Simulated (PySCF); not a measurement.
Working out the ionisation energy of Xe²⁺

Xe²⁺ [Kr] 4d10 5s2 5p4 (3P) → Xe³⁺ [Kr] 4d10 5s2 5p3 (4S). Computed with PySCF 2.14 in aug-cc-pwCVTZ-PP with ECP28MDF, with scalar relativity through the core potential. Frozen: nothing. Energies in hartree (1 hartree = 27.21139 eV):

```
             part  Xe²⁺ (lower)  Xe³⁺ (upper)
              UHF   -327.140668   -326.060920
MP2 opposite-spin     -0.601046     -0.575442
    MP2 same-spin     -0.309728     -0.302780
```

Q: What does Hartree-Fock give?

A: (-326.060920) − (-327.140668) = 1.079748 hartree = 29.381 eV.

Q: What do MP2 and SCS-MP2 (6/5 opposite-spin, 1/3 same-spin) give?

A: The opposite-spin parts differ by 0.697 eV and the same-spin parts by 0.189 eV. MP2: 29.381 + (0.697) + (0.189) = 30.267 eV. SCS-MP2: 29.381 + 1.2 × (0.697) + (0.189)/3 = 30.280 eV.

Reference: 31.05 ± 0.04 eV (semi-empirical (NIST evaluation); NIST Atomic Spectra Database, ionization energies), between the lowest levels; spin-orbit coupling is absent from the calculation.

What remains against the reference includes basis incompleteness and correlation beyond second order.
